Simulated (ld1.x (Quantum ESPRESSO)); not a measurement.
# In, ultrasoft: configuration errors across variants

- Element: In
- Generator: ld1.x (Quantum ESPRESSO) 7.5
- Type: ultrasoft
- Functional: LDA (PZ)
- Relativity: scalar-relativistic
- Frozen core: [Kr] 4d10
- Valence charge: 3
- Reference configuration: 5s2 5p1
- Partial waves: 5s (bound): rcut 1.60, rcutus 2.10 bohr; 5s channel at 0.1 Ry: rcut 1.60, rcutus 2.10 bohr; 5p (bound): rcut 2.30, rcutus 2.65 bohr; 5p channel at 1 Ry: rcut 2.30, rcutus 2.65 bohr; 5d channel at 0.3 Ry: rcut 2.00, rcutus 2.25 bohr; 5d channel at 0.8 Ry: rcut 2.00, rcutus 2.25 bohr
- Local potential: all-electron potential smoothed inside 1.65 bohr (lloc = -1)
- Core correction: Bessel-smoothed model core inside 1.80 bohr
- Augmentation charge: built from norm-conserving waves at rcut, not smoothed further

All-electron excitation energies from the reference (eV): (1) 5s2 5p0 5.595; (2) 5s1 5p0 25.255; (3) 5s2 5p0.5 2.046; (4) 5s1 5p2 5.938; (5) 5s1 5p1 12.290; (6) 5s0 5p3 12.162; (7) 5s2 5p1.3 -0.582; (8) 5s2 5p1 spin -0.117; (9) 5s1 5p0 spin 25.031.

Spin tests fill each open shell by Hund’s rule, majority spin first.

The overlap operator is not positive definite (basis up to 400 Ry) in “base”, “all radii but the core radius scaled by about 1.37 (s 2.86, p 3.62, d 3.08 bohr, rcut 2.18/3.14/2.74); local potential all-electron potential smoothed inside 2.26 bohr (lloc = -1)”. Such files are unfit for use, however small their errors in these radial tests.

2 further variants failed, have other tests or too few solved ones, and are left out.

A true bound ghost makes a file unfit for plane-wave use even where its test errors are small: the radial tests pick states by their node count and pass the ghost by.

Errors AE − PS in meV (a dash: test not solved or not reliable):

```tsv
change	(1)	(2)	(3)	(4)	(5)	(6)	(7)	(8)	(9)	bound ghosts
base	-16	-223	-2.8	-26	-68	-104	-0.1	-1.0	-236	s (d not tested, overlap not positive)
all radii but the core radius scaled by about 1.11 (s 2.32, p 2.94, d 2.50 bohr, rcut 1.78/2.56/2.22); local potential all-electron potential smoothed inside 1.84 bohr (lloc = -1)	-16	-218	-2.7	-22	-64	-85	-0.1	-0.9	-231	d
all radii but the core radius scaled by about 1.37 (s 2.86, p 3.62, d 3.08 bohr, rcut 2.18/3.14/2.74); local potential all-electron potential smoothed inside 2.26 bohr (lloc = -1)	-17	-223	-7.7	-32	-146	-155	-2.5	-1.6	-236	not determined (overlap not positive)
```

(1) Give the same row for: all radii but the core radius scaled by about 1.25 (s 2.62, p 3.30, d 2.80 bohr, rcut 2.00/2.86/2.48); local potential all-electron potential smoothed inside 2.06 bohr (lloc = -1).

Results:

(1) -16, -219, -4.2, -27, -94, –, –, –, –; bound ghosts: not determined.
